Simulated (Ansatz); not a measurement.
`OC(F)[SiH3]`, 9 atoms. Charge 0, multiplicity 1. All runs use 2 threads of an Arm Neoverse V1 on a shared host. Correlated methods freeze the cores.

Q: Give the basis size and wall time and peak host memory of each of these runs in Ansatz. RHF-CCSD(T)/def2-SVP energy; RKS PBE0-D4/def2-QZVPP energy; direct RPA on PBE orbitals/def2-TZVPP energy; RKS ωB97M-V/def2-TZVPP energy and forces; RKS PBE-D4/def2-TZVPP energy and forces; RHF-CCSD(T)/def2-TZVPP energy; RKS BHLYP-D4/def2-TZVPP energy; RKS PBE0-D4/def2-SVP energy; RKS PBE0-D4/def2-TZVP relaxation (7 steps); RKS LC-ωPBE/def2-TZVPP energy; RHF-MP2/def2-QZVPP energy; RKS ωB97M-V/def2-QZVPP energy. (An estimate is asked.)

A: Ansatz gave: Other jobs shared the machine, so times are rough.

```tsv
level	job	functions	wall time	peak host memory (GiB)
RKS PBE0-D4/def2-SVP	energy	85	1.2 s	0.15
RKS PBE-D4/def2-TZVPP	energy and forces	205	3 s	0.22
RKS LC-ωPBE/def2-TZVPP	energy	205	3 s	0.29
RKS BHLYP-D4/def2-TZVPP	energy	205	3.3 s	0.39
RHF-CCSD(T)/def2-SVP	energy	85	3.5 s	0.27
direct RPA on PBE orbitals/def2-TZVPP	energy	205	6 s	0.38
RKS PBE0-D4/def2-QZVPP	energy	391	9 s	1
RKS ωB97M-V/def2-TZVPP	energy and forces	205	13 s	0.55
RHF-MP2/def2-QZVPP	energy	391	22 s	1.8
RKS ωB97M-V/def2-QZVPP	energy	391	23 s	1.2
RKS PBE0-D4/def2-TZVP	relaxation (7 steps)	160	28 s	0.32
RHF-CCSD(T)/def2-TZVPP	energy	205	100 s	2.7
```

LC-ωPBE has ω = 0.4 bohr⁻¹.
